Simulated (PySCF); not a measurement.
# Relaxation of singlet SeCl4

Method: PBE0 in PySCF with Se def2-SVP, Cl def2-SVP; no relativity; density-fitted integrals. A (50,194) grid was used.

A hand-made see-saw start, of C2v symmetry, held to at least that symmetry:

```xyz
5
charge 0 multiplicity 1, angstrom
Se    0.0000    0.0000   -0.4808
Cl    0.0000    2.1418   -0.2934
Cl    0.0000   -2.1418   -0.2934
Cl    1.6942    0.0000    0.8429
Cl   -1.6942    0.0000    0.8429
```

(1) What forces act on the atoms at the start (eV/Å)?

(2) What does it relax to?

(3) How much energy is released, and in how many steps?

## Answers

(1) 
```tsv
atom	Fx	Fy	Fz
Se1	0.00	0.00	-0.42
Cl2	0.00	2.90	-0.23
Cl3	0.00	-2.90	-0.23
Cl4	0.86	0.00	0.44
Cl5	-0.86	0.00	0.44
```

(2) It ends at C2v with Se–Cl 2.166 Å (×2), Se–Cl 2.329 Å (×2); Cl–Se–Cl 91.1° (×4), Cl–Se–Cl 102.4°, Cl–Se–Cl 176.4° (after a last refinement on a finer grid). A frequency run shows a minimum. Other isomers or separated fragments may lie lower.

(3) 54.4 kJ/mol in 8 steps.

The relaxation took of the order of 60 core-seconds on a shared host.
